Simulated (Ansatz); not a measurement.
GeH2Si: where a starting geometry ends

The starting geometry of this gas-phase singlet was optimised with GFN2-xTB.

```yaml
atoms:
  - { symbol: Ge, position_ang: [1.1708, 0.7153, -0.8249] }
  - { symbol: Si, position_ang: [-0.9641, 0.8099, 0.2501] }
  - { symbol: H, position_ang: [-0.6204, -0.0328, 1.4539] }
  - { symbol: H, position_ang: [1.3711, 2.1378, 0.0148] }
```

Predict what it relaxes into with r2SCAN-D4/def2-SVP.

New bonds form, giving a structure with H3 bridging Si2 and Ge1, H4 bridging Ge1 and Si2, given below by its coordinates. Distances that change by over a tenth: Si2–H3 (1.51 → 1.67 Å). Contacts that close: Ge1–H3 (2.99 → 1.78 Å), Si2–H4 (2.70 → 1.67 Å).

The energy falls by 0.98 eV over 13 steps:

```csv
step,E − E(last) (eV)
1,0.976
2,0.865
4,0.528
5,0.465
6,0.417
8,0.110
9,0.052
10,0.001
12,0.000
13,0.000
```

Final geometry (Å):

```
atom    x (Å)   y (Å)    z (Å)
  Ge   1.0948  0.3600  -0.5128
  Si  -0.8692  1.2864   0.2166
   H   0.0527  0.0811   0.9084
   H   0.6791  1.9026   0.2818
```

Frequencies at the end are all real (lowest 423 cm⁻¹). Run with Ansatz 0.2.0, 52 s on 1 thread of AMD EPYC (Zen 3), with other jobs on the host.
